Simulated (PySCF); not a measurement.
Compound: 2-propylthiazole, C6H9NS.
SMILES with atom numbers: `[CH3:1][CH2:2][CH2:3][c:4]1[n:5][cH:6][cH:7][s:8]1` (hydrogens: H9, H10, H11 on C1; H12, H13 on C2; H14, H15 on C3; H16 on C6; H17 on C7)

Method: PBE0-D3(BJ)/def2-SVP geometry optimisation, gas phase in PySCF; density fitting, grid level 2; the optimiser is geomeTRIC in internal coordinates, started from a GFN2-xTB structure.

Step 0: E = -18672.4097 eV
```
atom  x, y, z in Å  |  force x, y, z in eV/Å
C1     -2.8582   -0.2531    0.1538    0.617  -0.231   0.133
C2     -1.3624   -0.5022    0.2902   -0.474   0.618  -0.334
C3     -0.5476    0.6384   -0.3335   -0.030  -0.595   0.437
C4      0.9084    0.3938   -0.1979   -0.263   0.344   0.622
N5      1.7002    0.0708   -1.1530   -0.075  -0.128  -0.922
C6      2.9715   -0.1240   -0.7298   -0.103   0.020   0.101
C7      3.1713    0.0511    0.6004   -0.284   0.105   0.335
S8      1.6967    0.4841    1.3733    0.000  -0.030  -0.279
H9     -3.4208   -1.0650    0.6083   -0.326  -0.289   0.159
H10    -3.1366    0.6761    0.6466   -0.198   0.388   0.183
H11    -3.1404   -0.1842   -0.8944   -0.192   0.051  -0.427
H12    -1.0974   -1.4394   -0.2036    0.170  -0.309  -0.068
H13    -1.0994   -0.5924    1.3469    0.135  -0.127   0.303
H14    -0.8098    1.5772    0.1610   -0.135   0.321   0.058
H15    -0.7804    0.7217   -1.3963    0.012   0.097  -0.289
H16     3.7229   -0.3971   -1.4483    0.522  -0.160  -0.331
H17     4.0751   -0.0439    1.1665    0.624  -0.074   0.318
```

Q: Estimate the geometry and energy of step 1. (The exact step hangs on the optimiser's Hessian estimate; all steps are aligned on step 0, rigid shifts and turns removed.)

A: E = -18672.4734 eV, largest force 0.175 eV/Å
```
atom  x, y, z in Å  |  force x, y, z in eV/Å
C1     -2.8853   -0.2529    0.1467   -0.093   0.035  -0.016
C2     -1.3966   -0.4988    0.2964    0.120  -0.117   0.049
C3     -0.5460    0.6192   -0.3057   -0.041   0.111  -0.039
C4      0.9233    0.3921   -0.1831    0.043  -0.050  -0.048
N5      1.7104    0.0653   -1.1655   -0.042   0.005   0.021
C6      2.9935   -0.1198   -0.7399    0.057  -0.020  -0.061
C7      3.2102    0.0630    0.5970    0.036  -0.003   0.047
S8      1.7322    0.4913    1.3606    0.003   0.006   0.043
H9     -3.4747   -1.0682    0.5942    0.016   0.020  -0.014
H10    -3.1872    0.6863    0.6400    0.003  -0.030  -0.019
H11    -3.1745   -0.1758   -0.9146    0.009   0.001   0.033
H12    -1.1150   -1.4521   -0.1854   -0.020   0.041   0.032
H13    -1.1373   -0.6115    1.3649   -0.018  -0.004  -0.048
H14    -0.8154    1.5792    0.1705    0.007  -0.025  -0.036
H15    -0.7566    0.7191   -1.3832    0.016   0.002   0.056
H16     3.7701   -0.3961   -1.4579   -0.049   0.016   0.023
H17     4.1419   -0.0283    1.1553   -0.047   0.012  -0.024
```

The energy changes by -0.0637 eV. The first-order estimate −F·Δx gives -0.1372 eV and the mean of the old and new forces, exact on a quadratic surface, -0.0640 eV. The step makes an angle of 69° with the force vector and moves no atom by more than 0.069 Å.

The cost below is that of the whole optimisation. The run took 71 s wall on one thread, Intel Xeon Platinum 8375C at 2.90 GHz (x86_64), no GPU, on a shared host, and the process peaked at 0.77 GiB of memory.
